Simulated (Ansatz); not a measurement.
CH$_{8}$N$_{2}$Si$_{2}$, SMILES `C=N[SiH2]N[SiH3]` at its PBE0-D4/def2-TZVP geometry, where that method's forces vanish. Total charge 0; spin multiplicity 1.

```csv
atom,x (Å),y (Å),z (Å)
C1,1.796,-1.721,0.817
N2,0.809,-1.689,0.039
Si3,0.452,-0.334,-1.001
N4,-1.112,0.304,-0.696
Si5,-1.547,1.531,0.438
H6,2.528,-0.903,0.921
H7,1.978,-2.597,1.452
H8,1.443,0.761,-0.786
H9,0.508,-0.856,-2.389
H10,-1.877,-0.198,-1.126
H11,-2.367,0.999,1.561
H12,-0.281,2.086,0.980
H13,-2.331,2.617,-0.209
```

Task: For each bond, give half the difference of the two atoms' forces along it (eV/Å; positive pushes the atoms apart) under PBE-D4, r2SCAN-D4, B3LYP-D4, ωB97M-V in def2-TZVPP. (Estimate.)

Result: Computed: 
```json
{"bond": "C1–N2", "length (Å)": "1.257", "PBE-D4": "0.62", "r2SCAN-D4": "0.29", "B3LYP-D4": "0.14", "ωB97M-V": "0.10"}
{"bond": "C1–H6", "length (Å)": "1.103", "PBE-D4": "-0.01", "r2SCAN-D4": "-0.05", "B3LYP-D4": "-0.06", "ωB97M-V": "-0.09"}
{"bond": "C1–H7", "length (Å)": "1.097", "PBE-D4": "-0.02", "r2SCAN-D4": "-0.07", "B3LYP-D4": "-0.12", "ωB97M-V": "-0.11"}
{"bond": "N2–Si3", "length (Å)": "1.745", "PBE-D4": "-0.04", "r2SCAN-D4": "-0.06", "B3LYP-D4": "0.05", "ωB97M-V": "0.08"}
{"bond": "Si3–N4", "length (Å)": "1.716", "PBE-D4": "0.07", "r2SCAN-D4": "0.03", "B3LYP-D4": "0.08", "ωB97M-V": "0.08"}
{"bond": "Si3–H8", "length (Å)": "1.492", "PBE-D4": "0.03", "r2SCAN-D4": "-0.02", "B3LYP-D4": "-0.09", "ωB97M-V": "-0.13"}
{"bond": "Si3–H9", "length (Å)": "1.483", "PBE-D4": "0.03", "r2SCAN-D4": "-0.04", "B3LYP-D4": "-0.14", "ωB97M-V": "-0.17"}
{"bond": "N4–Si5", "length (Å)": "1.727", "PBE-D4": "0.10", "r2SCAN-D4": "0.03", "B3LYP-D4": "0.11", "ωB97M-V": "0.12"}
{"bond": "N4–H10", "length (Å)": "1.011", "PBE-D4": "0.18", "r2SCAN-D4": "0.02", "B3LYP-D4": "-0.03", "ωB97M-V": "-0.03"}
{"bond": "Si5–H11", "length (Å)": "1.489", "PBE-D4": "0.04", "r2SCAN-D4": "-0.03", "B3LYP-D4": "-0.09", "ωB97M-V": "-0.13"}
{"bond": "Si5–H12", "length (Å)": "1.485", "PBE-D4": "0.05", "r2SCAN-D4": "-0.02", "B3LYP-D4": "-0.07", "ωB97M-V": "-0.10"}
{"bond": "Si5–H13", "length (Å)": "1.488", "PBE-D4": "0.04", "r2SCAN-D4": "-0.03", "B3LYP-D4": "-0.09", "ωB97M-V": "-0.14"}
```

B3LYP here is the variant with VWN-RPA as its local correlation; programs differ in this.
